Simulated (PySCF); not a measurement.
WH₄ + 2 HCl → WH₆ + Cl₂

Level: PBE0 in the def2-TZVP basis family, computed in PySCF with density fitting; scalar-relativistic core potentials for atoms from Rb on, none lighter, no spin–orbit coupling; open shells unrestricted.

```csv
species,state and structure,E (Eh),ZPE (kJ/mol),H(298 K) − H(0) (kJ/mol),S° (J/(mol K))
WH₄,"triplet, Td, W–H 1.704 Å (×4)",-69.35799,66.5,11.9,245.4
HCl,"singlet, C∞v, H–Cl 1.279 Å",-460.66440,17.9,8.7,186.6
WH₆,"singlet, C3v, W–H 1.658 Å (×3), W–H 1.706 Å (×3); H–W–H 62.0° (×3), H–W–H 67.0° (×3), H–W–H 114.7° (×3), H–W–H 118.4° (×6)",-70.55514,120.7,11.5,250.7
Cl₂,"singlet, D∞h, Cl–Cl 1.982 Å",-920.08940,3.5,9.1,222.5
```

Task: What is the electronic reaction energy?

Result: At PBE0/def2-TZVP, ΔE = 110.9 kJ/mol from the differences of the total energies times 2625.5, uphill. 

Task: Add zero-point, thermal and entropy terms for 298.15 K and 1 bar.

Result: ΔZPE = 21.9 and Δ[H(298) − H(0)] = -8.7 kJ/mol give ΔH° = 124.1 kJ/mol. ΔS° = -145.4 J/(mol K), so ΔG° = 124.1 − 298.15 × (-0.1454) = 167 kJ/mol.

Spin–orbit coupling can matter for WH₄, WH₆ and is left out. Open d or f shells are single determinants, so the state found may not be the ground state. The structures come from searches over a few start shapes, so lower isomers are not excluded.
